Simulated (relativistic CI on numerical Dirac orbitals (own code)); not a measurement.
Input to a radial Dirac CI calculation:

```
atom Er  Z=68  charge=0  electrons=68
nucleus A=166  rms_radius_fm=5.2516
hamiltonian dirac-coulomb  breit=on  qed=on  c_scale=1
orbitals kli  potential=per-configuration
slater_scale 0.85
correlation p86
mixing on
configurations
  [Xe] 4f12 6s2
  [Xe] 4f11 5d 6s2
  [Xe] 4f12 6s 6p
  [Xe] 4f11 6s2 6p
  [Xe] 4f12 6p2
  [Xe] 4f12 5d2
  [Xe] 4f12 6s 6f
  [Xe] 4f12 6s 7s
  [Xe] 4f12 6s 7p
  [Xe] 4f12 6s 8s
  [Xe] 4f12 7s2
  [Xe] 4f13 6s
  [Xe] 4f13 5d
  [Xe] 4f13 5g
  [Xe] 4f14
  [Xe] 4f13 7s
end
```

(1) How did the run end?

Results:

(1) The self-consistent field of one configuration failed: SCF of 1s2 2s2 2p6 3s2 3p6 3d10 4s2 4p6 4d10 4f13 5s2 5p6 7s ended with code -2.
